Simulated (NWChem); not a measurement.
Species: C4H3ClO; SMILES Clc1ccco1

Computed with NWChem. All runs use the structure optimised with PBE0/def2-SVP.

For level Hartree-Fock/STO-3G:

| Item | Value |
|---|---|
| highest occupied level (eV) | -7.43 |
| orbital gap (eV) | 14.62 |
| dipole (D) | 2.22 |

Task: How do the values read with level Hartree-Fock/def2-SVPD instead?

Result: 
| Property | Value |
|---|---|
| highest occupied level (eV) | -8.84 |
| orbital gap (eV) | 11.52 |
| dipole (D) | 1.95 |
